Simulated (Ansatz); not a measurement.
Q: Name a neutral molecule of Cl, F, O, Si, Te and H with ideal-gas entropy at 298 K and 1 bar (rigid rotor, harmonic PBE0-D4/def2-TZVP) between 371 and 387 J/(mol·K) and LUMO energy (B3LYP/def2-TZVPP) between -1.50 and -1.20 eV (Ansatz, PBE0-D4/def2-TZVP geometry).

A: `O[Si](F)(Cl)[TeH]` (378 J/(mol·K), -1.31 eV). Other molecules can fit too; these were computed, each in one conformer that needn't be the lowest.

B3LYP here is the variant with VWN-RPA as its local correlation; programs differ in this.
